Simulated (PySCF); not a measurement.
Exercise with solution: chemical shift, span and skew from a shielding tensor

CBr₃, SMILES [C](Br)(Br)Br (connectivity only; charge and spin as stated), charge +1, multiplicity 1. Atoms are numbered in the order given.

```xyz
4

Br    -1.8176     0.0000     0.0000
C      0.0000     0.0000     0.0000
Br     0.9088    -1.5741     0.0000
Br     0.9088     1.5741     0.0000
```
Charge +1, spin multiplicity 1.

The structure is a stationary point at TPSSh-D3(BJ)/def2-SVP. The multiplicity is an assumed one; no other spin state was optimised. The isomer is the one that the SMILES or the coordinates give; other isomers of the formula were not compared.

GIAO shieldings from HF/pcSseg-1 (PySCF), non-relativistic, no solvent. The symmetric part of the tensor of C2 has the principal values -335.7, -335.7, 99.1 ppm. The same nucleus in TMS has σ = 192.6 ppm at this level (PySCF, at its B3LYP-D3(BJ)/def2-TZVP geometry). Without spin–orbit terms, shifts of atoms bonded to Cl or Br come out too high.

Question: Work out the isotropic shielding, the ¹³C shift against TMS, the span and the skew.

Answer: 
σ(iso) = (σ11 + σ22 + σ33)/3 = -190.8 ppm. δ = σ(ref) − σ(iso) = 192.6 − (-190.8) = 383.4 ppm.
Span Ω = σ33 − σ11 = 434.8 ppm. Skew κ = 3(σ(iso) − σ22)/Ω = 1.00, an axial tensor. Tumbling in solution averages the tensor to δ; in a static solid the shielding alone would spread this spin-1/2 line over Ω.
